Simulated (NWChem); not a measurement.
Species: Si2N2H8; SMILES N[SiH](N)[SiH3]

```xyz
12

N      1.4956     1.1253    -0.2198
Si    -0.0362     0.5525     0.3826
N     -1.2746     1.5083    -0.3899
Si    -0.0461    -1.7631    -0.1037
H      1.7397     2.1114    -0.0883
H      2.3225     0.5303    -0.1307
H     -0.3398     0.7305     1.8567
H     -2.1761     1.6089     0.0824
H     -1.4013     1.4362    -1.4029
H      1.1683    -2.4858     0.4304
H     -1.2642    -2.4215     0.4949
H     -0.0908    -1.9986    -1.5938
```
Atoms are numbered in this order, from 1.

Level: PBE-D3(BJ)/def2-SVP (NWChem), optimised geometry, unscaled harmonic frequencies. 

Question: List the harmonic frequencies with IR intensities, and the thermochemistry.

Answer: 
| frequency (cm⁻¹) | IR intensity (km/mol) |
|---|---|
| 89 | 0.4 |
| 120 | 3.2 |
| 171 | 2.7 |
| 210 | 0.3 |
| 249 | 23.8 |
| 347 | 26.4 |
| 389 | 46.2 |
| 397 | 143.6 |
| 428 | 188.8 |
| 478 | 21.0 |
| 483 | 14.2 |
| 721 | 24.3 |
| 726 | 33.1 |
| 777 | 65.9 |
| 813 | 308.0 |
| 857 | 30.9 |
| 875 | 15.0 |
| 901 | 6.1 |
| 904 | 38.2 |
| 924 | 149.7 |
| 1482 | 73.0 |
| 1488 | 14.7 |
| 2090 | 168.0 |
| 2128 | 71.7 |
| 2142 | 95.5 |
| 2149 | 113.2 |
| 3477 | 13.7 |
| 3487 | 23.5 |
| 3581 | 15.4 |
| 3587 | 22.6 |

```
Item                                                                                Value
-----------------------------------------------------------------------  ----------------
zero-point energy                                                           52.1 kcal/mol
thermal correction to the enthalpy at 298.15 K (with zero-point energy)     57.9 kcal/mol
heat capacity Cv                                                         29.5 cal/(mol K)
entropy at 298.15 K and 1 atm (symmetry number 1)                        86.3 cal/(mol K)
dipole moment                                                                      1.26 D
```

Rigid rotor and harmonic oscillator; modes under 100 cm⁻¹ make the entropy uncertain.
